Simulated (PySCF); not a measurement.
BrH2MgN.

```xyz
5

Mg     0.0000     0.0000    -1.1366
Br     0.0000     0.0000     1.1980
N      0.0000     0.0000    -3.0106
H      0.0000    -0.8129    -3.6076
H      0.0000     0.8129    -3.6076
```
Charge 0, spin multiplicity 1.

Geometry optimised at PBE0-D3(BJ)/def2-TZVP. The values are those of a single conformer.

Method: HF/pcSseg-2 (PySCF). Non-relativistic, no solvent.

Computed absolute GIAO shielding of each atom: isotropic value and principal components (ppm):
```json
[
 {"atom": "Mg1", "σ(iso)": "503.0", "σ11": "400.9", "σ22": "408.2", "σ33": "699.7", "span": "298.8"},
 {"atom": "Br2", "σ(iso)": "3037.3", "σ11": "2974.0", "σ22": "3012.3", "σ33": "3125.5", "span": "151.4"},
 {"atom": "N3", "σ(iso)": "285.7", "σ11": "261.9", "σ22": "295.4", "σ33": "299.8", "span": "37.9"},
 {"atom": "H4", "σ(iso)": "32.5", "σ11": "25.1", "σ22": "26.9", "σ33": "45.4", "span": "20.3"},
 {"atom": "H5", "σ(iso)": "32.5", "σ11": "25.1", "σ22": "26.9", "σ33": "45.4", "span": "20.3"}
]
```
